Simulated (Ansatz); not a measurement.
ClFSi, SMILES `F[Si]Cl` (excited triplet) (charge 0, multiplicity 3). This triplet is an excited state, 2.72 eV above the relaxed singlet at the level composite: frozen-core CCSD(T) with HF/cc-pV5Z and the correlation energy extrapolated as X^-3 from cc-pVQZ and cc-pV5Z, plus CCSDT(Q) minus CCSD(T) in cc-pVDZ // PBE0-D3(BJ)/def2-TZVP (Ansatz, a program for electronic structure).

Z-matrix (Å, degrees):
```
Si
F 1 1.6015
Cl 1 2.0402 2 116.33
```
Charge 0, spin multiplicity 3.

Frozen-core energies in 6-31g from Ansatz at a geometry from PBE0-D3(BJ)/def2-TZVP; the HF reference has <S^2> = 2.00 and the T1 diagnostic is 0.016.

| level | energy (Ha) |
|---|---|
| HF | -847.74473 |
| MP2 | -847.93540 |
| CCSD | -847.94389 |

### Question
Estimate the energies of CCSD(T), CCSDT, CCSDT(Q) and CCSDTQ, and give each level's difference from CCSDTQ.

### Answer

```
level     energy (Ha)  difference from CCSDTQ (mHa)
--------  -----------  ----------------------------
MP2        -847.93540                         12.69
CCSD       -847.94389                          4.20
CCSD(T)    -847.94722                          0.87
CCSDT      -847.94770                          0.39
CCSDT(Q)   -847.94815                         -0.06
CCSDTQ     -847.94809                          0.00
```
